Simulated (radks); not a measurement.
The numbers below are computed, except where a source is named.
Pb III, configuration [Kr] 4d10 4f14 5s2 5p5.5 5d10 6s2 6p0.5 (fractional occupations, a model configuration). Level of theory: scalar-relativistic Kohn-Sham, PBE, spin-polarised, spherical densities, point nucleus; open shells are filled with parallel spins first (spin-orbit coupling, left out, can overturn this in heavy ions) (a radial shooting solver on a logarithmic mesh with Libxc functionals). Some entries of the table are withheld. Estimate them.

orbital  occ.  eigenvalue (eV)  <1/r> (bohr^-1)
1s up       1        -88160.75            101.5
1s down     1        -88160.67            101.5
2s up       1        -15786.03            23.82
2s down     1        -15785.99            23.82
2p up       3        -13540.97            20.91
2p down     3        -13540.90            20.91
3s up       1        -3805.827            8.824
3s down     1        -3805.772            8.824
3p up       3        -3162.247            7.979
3p down     3        -3162.184            7.979
3d up       5        -2506.629            7.488
3d down     5        -2506.566            7.488
4s up       1        -878.2993            3.800
4s down     1        -878.1978            3.800
4p up       3        -667.4304            3.414
4p down     3        -667.3256            3.414
4d up       5        -423.5770            3.069
4d down     5        -423.4556            3.070
5s up       1        -165.1789            1.602
5s down     1        -164.6449            1.602
4f up       7        -154.3474            2.676
4f down     7        -154.1913            2.677
5p up       3        -106.5407            1.372
5p down   2.5        -106.0207            1.371
5d up       5         -40.9982            1.031
5d down     5         -40.5572            1.030
6s up       1         -29.0642           0.5984
6s down     1         -28.6356           0.5996
6p up     0.5              (1)           0.4638
6p down     0              (2)           0.4640
7s up       0          -9.7421           0.2620
6d up       0          -8.5971           0.2888

Answer. 
(1) 6p up eigenvalue (eV): -18.3433
(2) 6p down eigenvalue (eV): -17.8782
